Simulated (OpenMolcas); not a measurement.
Computed levels of 3d⁴ in ions with 22 electrons, in cm-1 above ⁵D₀.

```json
{
 "Program": "OpenMolcas",
 "Method": "SS-CASPT2, IPEA 0.25 Eh, imaginary shift 0.1 Eh",
 "Basis": "ANO-RCC-VTZP",
 "Scalar Hamiltonian": "DKH2, point nucleus",
 "Spin-orbit coupling": "state interaction with AMFI integrals over the reference wave functions, term energies averaged over their components"
}
```

Active space for each ion: 4 electrons in 5 orbitals (3d); closed shells correlated by CASPT2: 3s 3p.

```
 Level     V+   Cr2+   Mn3+   Fe4+   Ni6+   Cu7+
   ⁵D₁   39.6   65.9    103    154    294    396
   ⁵D₂    117    195    302    452    850   1135
   ⁵D₃    231    383    590    876   1624   2150
   ⁵D₄    376    623    957   1411   2580   3370
³P₀(1)  10790  16790  20820  24580  30570  33300
³P₁(1)  11020  17180  21430  25500  32310  35620
³P₂(1)  11440  17880  22490  27050  35080  39200
   ³H₄  12240  17530  21570  25410  32260  35530
   ³H₅  12320  17670  21790  25740  32930  36460
```

**Question.** Estimate ⁵D₄, ³P₀(1), ³P₁(1) for Co5+ from its neighbours Fe4+ and Ni6+.

**Answer.** ⁵D₄ is fine structure, which grows about as the fourth power of a screened charge, so the fourth roots are averaged: ((1411^0.25 + 2580^0.25) / 2)^4 = 1930. The calculation gives 1984, so the estimate is off by -2.7 %; the measured value is 1782 (Sugar and Corliss, J. Phys. Chem. Ref. Data 10, 1097 (1981)).
³P₀(1) is another term, which grows about linearly with the charge: (24580 + 30570) / 2 = 27575. The calculation gives 28460, so the estimate is off by -3.1 %; the measured value is 27166 (Sugar and Corliss, J. Phys. Chem. Ref. Data 10, 1097 (1981)).
³P₁(1) is another term, which grows about linearly with the charge: (25500 + 32310) / 2 = 28905. The calculation gives 29780, so the estimate is off by -2.9 %; the measured value is 28462 (Sugar and Corliss, J. Phys. Chem. Ref. Data 10, 1097 (1981)).

CASPT2 breaks the degeneracy within a term, and the mean is taken; among the terms shown or strongly mixed into the levels shown the widest spread is 230 cm-1 (3d⁴ ³H, V+). Some high roots are left out of the spin-orbit mixing, which shifts the levels that they would mix with (holds for V+). Computed and measured levels are paired by configuration, term and J; levels that our copy of the source lacks, or whose pairing is in doubt (as where it misses far off the trend of its configuration), stay unpaired and out of the deviations. Levels of configurations outside the active space are missing.

A number in round brackets counts repeated terms of one configuration in the order of the reference energies.
